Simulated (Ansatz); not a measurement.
A nudged elastic band was laid between two geometries of Cl₃FH₄HfSi (10 atoms, charge 0, multiplicity 1).

Computed with RKS PBE-D4/def2-SVP (Ansatz).

| Item | Value |
| --- | --- |
| movable images | 9 |
| climbing image | yes |
| spring | 5.0 eV/Å² |
| optimiser | quadratic models (default) |
| start path | straight line |
| force threshold | 0.05 eV/Å |
| iteration limit | 60 |
| end points | relaxed |

Initial state:

```xyz
10
Properties=species:S:1:pos:R:3
Hf 0.320 -0.050 0.017
F 0.785 0.263 1.840
Cl 2.383 0.034 -1.083
Cl -0.944 1.686 -0.963
Cl -0.493 -2.221 -0.400
Si -3.186 0.064 1.331
H -3.602 -0.345 -0.047
H -3.801 -0.831 2.365
H -3.504 1.504 1.597
H -1.686 -0.105 1.458
```

Final state:

```xyz
10
Properties=species:S:1:pos:R:3
Hf -0.457 -0.235 -0.425
F -0.296 -1.075 1.720
Cl 1.583 0.848 0.030
Cl -1.327 0.958 -2.240
Cl -0.582 -2.481 -1.114
Si -2.584 0.607 1.128
H -3.977 0.117 0.824
H -2.305 -0.092 2.505
H -2.654 2.054 1.546
H -1.130 -0.701 2.139
```

Which bonds break or form, and what moves?

Bonds broken: Si6–H10. Bonds formed: Hf1–Si6, F2–H10.

Give the energies along the band, and the barrier.

The run converged. The highest image is number 9 of 0 to 10, 46.0 kcal/mol above the first end and 4.0 kcal/mol above the last; the last end lies 42.0 kcal/mol above the first. Neighbouring images differ by up to 1.2 eV, so the band resolves the path poorly. Another band between the same ends (9 images) ends at a top of the same energy, where a vibrational analysis finds 1 clearly imaginary mode. The orbitals stay closed-shell, which can raise the energy where a bond breaks towards radicals; this wasn't checked here.

```tsv
image	path coordinate (Å)	energy (kcal/mol)	Si6–H10 (Å)	Hf1–Si6 (Å)	F2–H10 (Å)
0	0.00	0.0	1.51	3.75	2.53
1	0.87	0.0	1.52	3.77	2.60
2	1.75	-0.1	1.52	3.70	2.69
3	2.62	0.6	1.51	4.07	2.84
4	3.50	1.5	1.50	4.43	2.85
5	4.37	1.9	1.50	4.55	2.63
6	5.25	3.7	1.50	4.23	2.32
7	6.12	7.0	1.51	3.70	2.19
8	7.00	17.5	1.54	3.24	1.82
9	7.87	46.0	1.99	2.90	1.07
10	8.87	42.0	2.20	2.76	1.01
```

What is the geometry of the highest image?


```xyz
10
Properties=species:S:1:pos:R:3
Hf -0.383 -0.291 -0.301
F -0.140 -1.133 1.747
Cl 1.679 0.807 -0.115
Cl -1.526 1.005 -1.883
Cl -0.415 -2.439 -1.236
Si -2.631 0.519 1.350
H -3.819 -0.012 0.594
H -2.828 0.121 2.801
H -2.602 2.022 1.313
H -1.065 -0.599 1.844
```

Time of the run: 4.4 min on 4 threads of Intel(R) Xeon(R) 6975P-C (Granite Rapids), on a shared host, peak memory 0.24 GiB.
